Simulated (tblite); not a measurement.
HO4S (SMILES O=S(=O)([O-])O), charge -1, singlet, at a GFN2-xTB geometry; IPEA1-xTB (tblite).

The tblite input:
```
$ tblite run mol.xyz --method ipea1 --charge -1 --spin 0 --json tblite.json --no-restart

# file mol.xyz
6

O      1.38992049    -0.28176098    -0.58148330
S     -0.13445586     0.02400851     0.02026324
O      0.12119981    -0.01438956     1.45858623
O     -0.97063154    -1.05348789    -0.46961795
O     -0.49393968     1.33543365    -0.48378888
H      1.77890124    -0.27049776     0.28621944
```

What the program printed (banner, timings and long lists left out):

```
xTB calculator
 | screened Coulomb repulsion
 | Coulomb electrostatics
 |  * isotropic Klopman-Ohno-Mataga-Nishimoto electrostatics
 |  * onsite third-order electrostatics
 | DFT-D3(BJ) dispersion correction

halogen bonding energy    0.0000000000000E+00 Eh
repulsion energy          1.1476780164232E-01 Eh
dispersion energy        -1.6766598526333E-03 Eh
number of electrons       3.2000000000000E+01 e
integral cutoff           4.0000000000000E+01 bohr

------------------------------------------------------------
  cycle        total energy    energy error   density error
------------------------------------------------------------
      1     -22.76290702694  -2.2875998E+01   7.4747834E-01
      2     -22.99738436789  -2.3447734E-01   4.9057358E-01
      3     -23.11936194064  -1.2197757E-01   3.4220681E-01
      4     -23.35947751060  -2.4011557E-01   1.8550373E-02
      5     -23.36029387317  -8.1636257E-04   1.4446360E-02
      6     -23.36097870336  -6.8483019E-04   2.6675088E-03
      7     -23.36099383259  -1.5129239E-05   9.4720546E-04
      8     -23.36099378697   4.5629420E-08   2.7981812E-04
      9     -23.36099407861  -2.9164534E-07   8.3612043E-05
     10     -23.36099410970  -3.1089570E-08   3.9227354E-06
------------------------------------------------------------

electronic energy        -2.3474085251490E+01 Eh
total energy             -2.3360994109700E+01 Eh

Post processing:
 | Mayer-Wiberg bond orders

[Info] JSON dump of results written to 'tblite.json'
```
